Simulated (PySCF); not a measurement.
BF3, charge +1, doublet, at a GFN2-xTB geometry (a state made from the parent by changing its charge; the spin is typed, not shown lowest); CASSCF(3,4)/def2-SVP (PySCF).

The PySCF input:
```python
from pyscf import gto, scf, mcscf
import numpy

mol = gto.Mole()
mol.atom = '''
    B     0.02366314   -0.01067882    0.01013208
    F    -1.10306702   -0.68124919    0.00854288
    F    -0.03892842    1.19661447   -0.49752254
    F     1.12884925   -0.50943260    0.48335073
'''
mol.basis = 'def2-svp'
mol.charge = 1
mol.spin = 1
mol.verbose = 4
mol.build()

mf = scf.ROHF(mol)
mf.kernel()
mc = mcscf.CASSCF(mf, 4, 3)
mc.fix_spin_(ss=0.75)
mc = mc.newton()
mc.kernel()
occ = numpy.linalg.eigvalsh(mc.fcisolver.make_rdm1(mc.ci, mc.ncas, mc.nelecas))[::-1]
ss = mc.fcisolver.spin_square(mc.ci, mc.ncas, mc.nelecas)[0]
print('natural occupations', occ.round(4), ' <S^2>', round(ss, 4))
```

Write the output that PySCF gives for this input, abridged.


```
PySCF version 2.14.0

[INPUT] verbose = 4
[INPUT] num. atoms = 4
[INPUT] num. electrons = 31
[INPUT] charge = 1
[INPUT] spin (= nelec alpha-beta = 2S) = 1
[INPUT] symmetry False subgroup None
[INPUT] Mole.unit = angstrom
[INPUT] Symbol           X                Y                Z      unit          X                Y                Z       unit  Magmom
[INPUT]  1 B      0.023663140000  -0.010678820000   0.010132080000 AA    0.044716853847  -0.020180045134   0.019146856272 Bohr   0.0
[INPUT]  2 F     -1.103067020000  -0.681249190000   0.008542880000 AA   -2.084494564840  -1.287374391682   0.016143703515 Bohr   0.0
[INPUT]  3 F     -0.038928420000   1.196614470000  -0.497522540000 AA   -0.073564052262   2.261273624992  -0.940181341398 Bohr   0.0
[INPUT]  4 F      1.128849250000  -0.509432600000   0.483350730000 AA    2.133215918421  -0.962688092925   0.913400501809 Bohr   0.0

nuclear repulsion = 111.415458159547
number of shells = 24
number of NR pGTOs = 96
number of NR cGTOs = 56
basis = def2-svp
ecp = {}

******** <class 'pyscf.scf.rohf.ROHF'> ********
method = ROHF
initial guess = minao
damping factor = 0
level_shift factor = 0
DIIS = <class 'pyscf.scf.diis.CDIIS'>
diis_start_cycle = 1
diis_space = 8
diis_damp = 0
SCF conv_tol = 1e-09
SCF conv_tol_grad = None
SCF max_cycles = 50
direct_scf = True
direct_scf_tol = 1e-13
num. doubly occ = 15  num. singly occ = 1
Set gradient conv threshold to 3.16228e-05
init E= -323.282466205608
  HOMO = -0.640064082700348  LUMO = 0.0974697597277281  gap/eV = 20.06932
cycle= 1 E= -322.230206855043  delta_E= 1.05  |g|= 0.606  |ddm|= 1.58
  HOMO = -0.85679296302472  LUMO = -0.191049415910964  gap/eV = 18.11580
cycle= 2 E= -322.311146566126  delta_E= -0.0809  |g|= 0.151  |ddm|= 0.499
  HOMO = -0.832607053024795  LUMO = -0.124774325273725  gap/eV = 19.26111
cycle= 3 E= -322.318788801729  delta_E= -0.00764  |g|= 0.103  |ddm|= 0.152
  HOMO = -0.831538757869373  LUMO = -0.121878281443021  gap/eV = 19.31085
cycle= 4 E= -322.32237020309  delta_E= -0.00358  |g|= 0.0488  |ddm|= 0.055
  HOMO = -0.829979188468976  LUMO = -0.122072479845734  gap/eV = 19.26312
cycle= 5 E= -322.327296487945  delta_E= -0.00493  |g|= 0.0559  |ddm|= 0.149
  HOMO = -0.834685418687208  LUMO = -0.122116970356251  gap/eV = 19.38998
cycle= 6 E= -322.328315349946  delta_E= -0.00102  |g|= 0.0353  |ddm|= 0.0336
  HOMO = -0.836091941633078  LUMO = -0.121246328795716  gap/eV = 19.45194
cycle= 7 E= -322.329220696317  delta_E= -0.000905  |g|= 0.0133  |ddm|= 0.0424
  HOMO = -0.836057468312111  LUMO = -0.120930327873413  gap/eV = 19.45960
cycle= 8 E= -322.329605998479  delta_E= -0.000385  |g|= 0.0061  |ddm|= 0.0467
  HOMO = -0.835809375048038  LUMO = -0.120909047532203  gap/eV = 19.45343
cycle= 9 E= -322.329641051163  delta_E= -3.51e-05  |g|= 0.00643  |ddm|= 0.0189
  HOMO = -0.836541498230847  LUMO = -0.120749976925082  gap/eV = 19.47768
cycle= 10 E= -322.329705049816  delta_E= -6.4e-05  |g|= 0.00127  |ddm|= 0.0236
  HOMO = -0.836796400033303  LUMO = -0.120812300327127  gap/eV = 19.48292
cycle= 11 E= -322.329708257006  delta_E= -3.21e-06  |g|= 0.000373  |ddm|= 0.00397
  HOMO = -0.836777644985487  LUMO = -0.120796120185844  gap/eV = 19.48285
cycle= 12 E= -322.329708331401  delta_E= -7.44e-08  |g|= 0.000106  |ddm|= 0.001
  HOMO = -0.836778500374042  LUMO = -0.120800240594141  gap/eV = 19.48276
cycle= 13 E= -322.329708342199  delta_E= -1.08e-08  |g|= 1.11e-05  |ddm|= 0.000263
  HOMO = -0.836778282875119  LUMO = -0.120799828773731  gap/eV = 19.48277
cycle= 14 E= -322.329708342304  delta_E= -1.05e-10  |g|= 2.3e-06  |ddm|= 2.05e-05
  HOMO = -0.83677797851879  LUMO = -0.12079983644586  gap/eV = 19.48276
Extra cycle  E= -322.329708342313  delta_E= -8.81e-12  |g|= 2.77e-06  |ddm|= 3.35e-06
converged SCF energy = -322.329708342313

******** <class 'pyscf.mcscf.newton_casscf.CASSCF'> ********
CAS (2e+1e, 4o), ncore = 14, nvir = 38
max_cycle_macro = 50
max_cycle_micro = 10
conv_tol = 1e-07
conv_tol_grad = None
orbital rotation max_stepsize = 0.03
augmented hessian ah_max_cycle = 30
augmented hessian ah_conv_tol = 1e-12
augmented hessian ah_linear dependence = 1e-14
augmented hessian ah_level shift = 1e-08
augmented hessian ah_start_tol = 500
augmented hessian ah_start_cycle = 3
augmented hessian ah_grad_trust_region = 3
kf_trust_region = 3
kf_interval = 5
natorb = False
canonicalization = True
internal_rotation = False
******** <class 'pyscf.fci.addons.SpinPenaltyFCISolver'> ********
max. cycles = 50
conv_tol = 1e-08
davidson only = True
linear dependence = 1e-12
level shift = 0.001
max iter space = 12
nroots = 1
pspace_size = 400
spin = None

WARN: SO-CASSCF (Second order CASSCF) is an experimental feature. Its performance is bad for large systems.

CASCI E = -322.329738356615  dE = -322.32974  S^2 = 0.7500000
Set conv_tol_grad to 0.000316228
macro 1 (7 JK  4 micro), CASSCF E = -322.329762442052  dE = -2.409e-05  |grad|=0.000327  S^2 = 0.7500000
macro 2 (7 JK  4 micro), CASSCF E = -322.329826405938  dE = -6.396e-05  |grad|=0.000576  S^2 = 0.7500000
macro 3 (11 JK  7 micro), CASSCF E = -322.330309622874  dE = -0.0004832  |grad|=0.00211  S^2 = 0.7500000
macro 4 (11 JK  7 micro), CASSCF E = -322.331472458981  dE = -0.001163  |grad|=0.00543  S^2 = 0.7500000
macro 5 (11 JK  7 micro), CASSCF E = -322.332847514567  dE = -0.001375  |grad|=0.00736  S^2 = 0.7500000
macro 6 (11 JK  7 micro), CASSCF E = -322.333923011136  dE = -0.001075  |grad|=0.00578  S^2 = 0.7500000
macro 7 (11 JK  7 micro), CASSCF E = -322.334380473963  dE = -0.0004575  |grad|=0.00206  S^2 = 0.7500000
macro 8 (19 JK  14 micro), CASSCF E = -322.334661976517  dE = -0.0002815  |grad|=0.00692  S^2 = 0.7500000
macro 9 (21 JK  16 micro), CASSCF E = -322.336797036952  dE = -0.002135  |grad|=0.0317  S^2 = 0.7500000
macro 10 (21 JK  16 micro), CASSCF E = -322.337939543824  dE = -0.001143  |grad|=0.0312  S^2 = 0.7500000
macro 11 (19 JK  14 micro), CASSCF E = -322.338886221614  dE = -0.0009467  |grad|=0.0202  S^2 = 0.7500000
macro 12 (11 JK  7 micro), CASSCF E = -322.341880364979  dE = -0.002994  |grad|=0.0176  S^2 = 0.7500000
macro 13 (20 JK  15 micro), CASSCF E = -322.345894542308  dE = -0.004014  |grad|=0.153  S^2 = 0.7500000
macro 14 (11 JK  7 micro), CASSCF E = -322.351074993074  dE = -0.00518  |grad|=0.0301  S^2 = 0.7500000
macro 15 (10 JK  6 micro), CASSCF E = -322.356817875813  dE = -0.005743  |grad|=0.0347  S^2 = 0.7500000
macro 16 (10 JK  6 micro), CASSCF E = -322.363202752995  dE = -0.006385  |grad|=0.0357  S^2 = 0.7500000
macro 17 (18 JK  14 micro), CASSCF E = -322.375258553628  dE = -0.01206  |grad|=0.0957  S^2 = 0.7500000
macro 18 (20 JK  15 micro), CASSCF E = -322.378368837538  dE = -0.00311  |grad|=0.0529  S^2 = 0.7500000
macro 19 (10 JK  6 micro), CASSCF E = -322.379315299573  dE = -0.0009465  |grad|=0.0403  S^2 = 0.7500000
macro 20 (10 JK  6 micro), CASSCF E = -322.380549413063  dE = -0.001234  |grad|=0.0157  S^2 = 0.7500000
macro 21 (10 JK  6 micro), CASSCF E = -322.382108639447  dE = -0.001559  |grad|=0.0173  S^2 = 0.7500000
macro 22 (10 JK  6 micro), CASSCF E = -322.383692818467  dE = -0.001584  |grad|=0.0153  S^2 = 0.7500000
macro 23 (10 JK  6 micro), CASSCF E = -322.384749937059  dE = -0.001057  |grad|=0.0161  S^2 = 0.7500000
macro 24 (17 JK  12 micro), CASSCF E = -322.386040456557  dE = -0.001291  |grad|=0.0198  S^2 = 0.7500000
macro 25 (21 JK  16 micro), CASSCF E = -322.386414344617  dE = -0.0003739  |grad|=0.0322  S^2 = 0.7500000
macro 26 (18 JK  13 micro), CASSCF E = -322.38609387339  dE = 0.0003205  |grad|=0.00891  S^2 = 0.7500000
macro 27 (10 JK  6 micro), CASSCF E = -322.386698673285  dE = -0.0006048  |grad|=0.00716  S^2 = 0.7500000
macro 28 (18 JK  13 micro), CASSCF E = -322.386384652738  dE = 0.000314  |grad|=0.00762  S^2 = 0.7500000
macro 29 (10 JK  6 micro), CASSCF E = -322.386873419864  dE = -0.0004888  |grad|=0.00536  S^2 = 0.7500000
macro 30 (27 JK  22 micro), CASSCF E = -322.386916428967  dE = -4.301e-05  |grad|=0.00164  S^2 = 0.7500000
macro 31 (34 JK  28 micro), CASSCF E = -322.386920815825  dE = -4.387e-06  |grad|=5.2e-05  S^2 = 0.7500000
macro 32 (29 JK  24 micro), CASSCF E = -322.386921469991  dE = -6.542e-07  |grad|=0.00078  S^2 = 0.7500000
macro 33 (32 JK  27 micro), CASSCF E = -322.386921732811  dE = -2.628e-07  |grad|=0.000139  S^2 = 0.7500000
macro 34 (34 JK  28 micro), CASSCF E = -322.38692182019  dE = -8.738e-08  |grad|=3.99e-05  S^2 = 0.7500000
newton CASSCF converged in 34 macro (83 KF 466 Hx) steps
CASSCF canonicalization
Density matrix diagonal elements [1.70229792 1.27095625 0.00829063 0.01845519]
CASSCF energy = -322.386921820190
CASCI E = -322.386921820190  E(CI) = -5.27412343906707  S^2 = 0.7500000
natural occupations [1.9847e+00 1.0004e+00 1.4000e-02 1.0000e-03]  <S^2> 0.75
```
